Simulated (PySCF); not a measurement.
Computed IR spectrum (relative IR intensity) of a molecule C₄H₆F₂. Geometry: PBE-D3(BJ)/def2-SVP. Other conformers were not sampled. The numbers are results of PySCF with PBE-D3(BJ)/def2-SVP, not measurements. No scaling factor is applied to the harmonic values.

Lines under 2 % of the strongest are left out, and lines within 2 cm⁻¹ are merged.

```
ν (cm⁻¹)  relative intensity
--------  ------------------
543                      9.4
716                       12
926                      8.0
955                      4.4
1007                     3.7
1129                      76
1227                     100
1257                      26
1359                      39
1388                      11
1406                     9.2
1761                      11
2965                      33
3032                      12
3098                     7.2
3105                     5.2
```

Question: Which molecule gave these data?
A. C=C(F)[C@H](C)F
B. C[C@@H]1CC1(F)F
C. C=C(C)C(F)F
D. C/C(F)=C(\C)F

Answer: D, C/C(F)=C(\C)F
